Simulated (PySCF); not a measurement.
Match the calculated data to a structure.

All candidates are C5H8FN.

* Polarisability: 63.7 au [CAM-B3LYP/def2-SVPD]
* Triplet: lowest triplet excitation (Tamm–Dancoff): 4.53 eV [TDA CAM-B3LYP/def2-SVPD]
* UV, strongest line: among the 8 lowest singlet transitions: S3 at 7.66 eV (162 nm, f = 0.119) [TDDFT CAM-B3LYP/def2-SVPD]
* Rotational structure: rotational constants A, B, C: 3.761, 2.545, 1.873 GHz [GFN2-xTB]
* Dipole: 1.57 D [CAM-B3LYP/def2-SVPD]
* UV, first state: lowest singlet excitation: 5.32 eV (233 nm, f = 0.002) [TDDFT CAM-B3LYP/def2-SVPD]

Electronic properties: PySCF, gas phase, density fitting. Levels stand in brackets. Geometry: GFN2-xTB, one conformer, isolated molecule.

Question: Which candidate is it?
A. `[H]/N=C/[C@@H]1CC[C@@H]1F`
B. `[H]/N=C(/C)CC(=C)F`
C. `[H]/N=C\C=C(\F)CC`

Answer: A. It is `[H]/N=C/[C@@H]1CC[C@@H]1F`. Numbering: `[H]/[N:1]=[CH:2]/[C@@H:3]1[CH2:4][CH2:5][C@@H:6]1[F:7]`. Its formula, C5H8FN, gives 2 degrees of unsaturation: 1 ring and 1 π bond in the structure found. The optimised geometry has point group C1 and is an asymmetric top.

The others, at the same levels:
- `[H]/N=C\C=C(\F)CC` fails: its computed lowest singlet excitation is 4.84 eV (256 nm, f = 0.003) (against 5.32 eV), lowest triplet excitation (Tamm–Dancoff) is 3.49 eV (against 4.53 eV) and strongest line among the 8 lowest singlet transitions is S2 at 6.04 eV (205 nm, f = 0.603) (against S3 at 7.66 eV).
- `[H]/N=C(/C)CC(=C)F` fails: its computed lowest triplet excitation (Tamm–Dancoff) is 4.30 eV (against 4.53 eV), strongest line among the 8 lowest singlet transitions is S3 at 7.00 eV (177 nm, f = 0.153) (against S3 at 7.66 eV) and static isotropic polarisability is 68.3 au (against 63.7 au).

Each candidate is one conformer, not necessarily the lowest. Dipoles, sizes and rotational constants follow the conformer. The torsions of the flexible species, by atom-mapped SMILES:
- `[H]/[N:1]=[CH:2]/[C@@H:3]1[CH2:4][CH2:5][C@@H:6]1[F:7]`: N1–C2–C3–C4 -9°
- `[H]/[N:7]=[CH:6]\[CH:5]=[C:3](/[CH2:2][CH3:1])[F:4]`: C1–C2–C3–F4 -83°, C3–C5–C6–N7 -179°
- `[H]/[N:7]=[C:5](\[CH2:4][C:2](=[CH2:1])[F:3])[CH3:6]`: C1–C2–C4–C5 -100°, C2–C4–C5–C6 -83°
